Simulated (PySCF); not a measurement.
SMILES C[S][GeH2][S]C, B3LYP/def2-SVP optimised geometry.

```
13

Ge     0.61     0.82     0.00
S     -0.24    -0.15    -1.84
C      0.55    -1.81    -1.73
S      0.03    -0.33     1.84
C     -1.80    -0.23     1.73
H      0.02     2.24     0.00
H      2.15     0.82     0.00
H      0.05    -2.44    -2.48
H      0.40    -2.24    -0.73
H      1.62    -1.76    -1.96
H     -2.15    -0.53     0.74
H     -2.16     0.79     1.96
H     -2.20    -0.93     2.49
```

Density from B3LYP/def2-TZVP run with PySCF 2.14.0 at that geometry.

Minimum of the electron density along straight lines between bonded atoms, close to the bond critical point (lines longer than 1.1 times the sum of covalent radii, or with two minima, are not listed):

```
bond    length / Å  ρ at the minimum / e bohr⁻³  ∇²ρ there / e bohr⁻⁵  position (fraction from the first atom)
------  ----------  ---------------------------  --------------------  ---------------------------------------
Ge1–S2       2.244                        0.101                  0.03                                     0.44
S2–C3        1.839                        0.171                 -0.26                                     0.53
Ge1–S4       2.244                        0.101                  0.03                                     0.44
S4–C5        1.838                        0.171                 -0.26                                     0.53
Ge1–H6       1.543                        0.133                  0.05                                     0.59
Ge1–H7       1.543                        0.133                  0.05                                     0.59
C3–H8        1.099                        0.276                 -0.94                                     0.65
C3–H9        1.099                        0.277                 -0.95                                     0.65
C3–H10       1.100                        0.276                 -0.94                                     0.65
C5–H11       1.099                        0.277                 -0.95                                     0.65
C5–H12       1.100                        0.276                 -0.94                                     0.65
C5–H13       1.099                        0.276                 -0.94                                     0.65
```
